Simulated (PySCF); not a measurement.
Vertical excitations of a molecule C₂H₇GaO from PySCF 2.14.0 with TDDFT-PBE/def2-SVPD, as energy in eV (oscillator strength): 4.86 (0.001), 5.14 (0.071), 5.62 (0.000), 5.76 (0.012), 5.99 (0.018), 6.44 (0.000), 6.58 (0.003), 6.62 (0.021), 6.86 (0.098), 6.92 (0.117). Lowest triplet (TDA): 4.34 eV. The structure is a stationary point at B3LYP-D3(BJ)/def2-SVP. One conformer was computed; it need not be the lowest.

**Question.** Which molecule gave these data?
(A) C[O][GaH][CH3]
(B) [CH3][Ga]([CH3])[OH]
(C) CC[O][GaH2]

**Answer.** A, C[O][GaH][CH3]
